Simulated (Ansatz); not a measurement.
CH$_{5}$AlOS, SMILES `[AlH2][O]CS`. Charge 0, multiplicity 1.

Cartesian coordinates in Å:
```
Al -0.6316 -1.2365 -0.3277
O 0.2438 0.0482 -1.1762
C 0.3436 1.0980 -0.3218
S -0.0234 0.4927 1.4270
H -2.2141 -1.1995 -0.4293
H 0.1767 -2.5678 -0.0365
H 1.3375 1.5556 -0.2963
H -0.4123 1.8803 -0.4726
H 1.1798 -0.0708 1.6334
```

(1) List the harmonic frequencies (cm⁻¹, unscaled) at PBE0-D4/def2-TZVP in Ansatz. (Best estimate.)

(2) Is this a minimum?

(3) Give the ideal-gas thermochemistry at 298.15 K and 1 bar (rigid rotor, harmonic oscillator; point group C1, symmetry number 1).

## Answers

(1) Computed: 105, 217, 311, 388, 492, 563, 573, 653, 692, 760, 778, 1039, 1175, 1234, 1321, 1504, 1919, 1926, 2702, 3015, 3079.

(2) Yes, all 21 modes are real.

(3) Zero-point energy 146.2 kJ/mol; H(298) − E = 164.2 kJ/mol; entropy 318.3 J/(mol·K), of which translation 165.3, rotation 108.1, vibration 45.0; G(298) − E = 69.3 kJ/mol.
